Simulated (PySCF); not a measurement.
## Working out the excitation energy of Cl

Cl [Ne] 3s2 3p5 (2P) → Cl [Ne] 3s1 3p6 (2S). Calculation: PySCF 2.14, in aug-cc-pV(D+d)Z; no relativity, point nucleus. Frozen: [Ne]. Energies in hartree (1 hartree = 27.21139 eV):

| part | Cl (lower) | Cl (upper) |
| --- | --- | --- |
| UHF | -459.473057 | -458.908698 |
| MP2 opposite-spin | -0.091706 | -0.173007 |
| MP2 same-spin | -0.031042 | -0.040291 |

Problem. What does Hartree-Fock give?

Solution. (-458.908698) − (-459.473057) = 0.564359 hartree = 15.357 eV.

Problem. What do MP2 and SCS-MP2 (6/5 opposite-spin, 1/3 same-spin) give?

Solution. The opposite-spin parts differ by -2.212 eV and the same-spin parts by -0.252 eV. MP2: 15.357 + (-2.212) + (-0.252) = 12.893 eV. SCS-MP2: 15.357 + 1.2 × (-2.212) + (-0.252)/3 = 12.619 eV.

Measured between the centres of the two terms (NIST): 10.586 eV, so MP2 (valence) is off by 2.307 eV.

What remains against the reference includes basis incompleteness, the frozen core and correlation beyond second order.
